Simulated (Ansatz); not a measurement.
Ansatz (an electronic-structure program) input (CCSD(T)/def2-SVPD):

Ansatz 0.2 input:
```yaml
crystal:
  periodic: [false, false, false]
  atoms:
    - {symbol: Ge, position_ang: [-0.00000000, -0.00000000, -1.50938001]}
    - {symbol: I, position_ang: [0.00000000, 0.00000000, 0.91132378]}
basis:
  gaussian:
    orbitals: def2-SVPD
total_charge: 1
magnetization: {spin_polarized: false}
correlation: {method: ccsd_t, electrons: outside_noble_gas}
output: {forces: true}
```

Output:

```
Functional definition: HF
integrals: 0.06 GiB planned
811 factors; integrals over basis functions are off by at most 2.2e-4 eV
mean field: 0.28 GiB planned
mean field evaluation 1: about -64530.1998 eV, gradient 2.1e1 eV
mean field evaluation 2: about -64530.2306 eV, gradient 2.1e1 eV
mean field evaluation 4: about -64532.2788 eV, gradient 1.9e0 eV
mean field evaluation 8: about -64532.3006 eV, gradient 2.7e-1 eV
mean field evaluation 16: about -64531.3567 eV, gradient 1.7e1 eV
mean field -64532.30153990 eV, -2371.5183400263 hartree, gradient 8.1e-6 eV, S^2 0.000000; 0 other end points of the search recorded, 0 dependent functions left out
23 core orbitals not correlated
reference -64532.30153990 eV, -2371.5183400263 hartree; 5, 5 occupied and 45, 45 virtual orbitals, 811 factors
densities: 0.15 GiB planned
second order -4.37727084 eV of doubles, -0.00000000 eV of singles
coupled cluster: 0.12 GiB planned
cycle   1  -4.69075031 eV  change   -3.1e-1 eV  update   1.0e-1
cycle   2  -4.88027162 eV  change   -1.9e-1 eV  update   3.4e-2
cycle   3  -4.95000030 eV  change   -7.0e-2 eV  update   2.5e-2
cycle   4  -4.94460616 eV  change    5.4e-3 eV  update   7.1e-3
cycle   5  -4.94399027 eV  change    6.2e-4 eV  update   2.6e-3
cycle   6  -4.94392881 eV  change    6.1e-5 eV  update   7.1e-4
cycle   7  -4.94385005 eV  change    7.9e-5 eV  update   1.9e-4
cycle   8  -4.94387075 eV  change   -2.1e-5 eV  update   4.8e-5
cycle   9  -4.94386760 eV  change    3.1e-6 eV  update   1.4e-5
cycle  10  -4.94386430 eV  change    3.3e-6 eV  update   3.6e-6
perturbative correction -0.23733647 eV, -0.0087219543 hartree
the calculation of the forces begins
Total energy: -64537.48274067 eV, -2371.7087456425 hartree
Atom 0 at    -0.000000    -0.000000    -1.509380 Å, force     0.000000    -0.000000    -0.264511 eV/Å
Atom 1 at     0.000000     0.000000     0.911324 Å, force    -0.000000     0.000000     0.264511 eV/Å
Dipole moment:     0.000000     0.000000    -0.665210 e Å
```
